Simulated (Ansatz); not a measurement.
Species: C3H3NO, SMILES `[C-]#[N+]C(C)=O` (charge 0, multiplicity 1).

Task: Give a relaxed geometry from B3LYP-D3(BJ)/def2-TZVP run with Ansatz (an electronic-structure program).

Result: the end point of this relaxation (outside a Z-matrix the atoms follow the SMILES, hydrogens last).
Cartesian coordinates (Å) in one orientation:
```xyz
8

C      2.428    -0.901     0.076
N      1.490    -0.203     0.011
C      0.330     0.612    -0.066
C     -0.943    -0.173     0.024
O      0.432     1.795    -0.189
H     -0.968    -0.723     0.967
H     -1.792     0.502    -0.042
H     -0.978    -0.910    -0.781
```
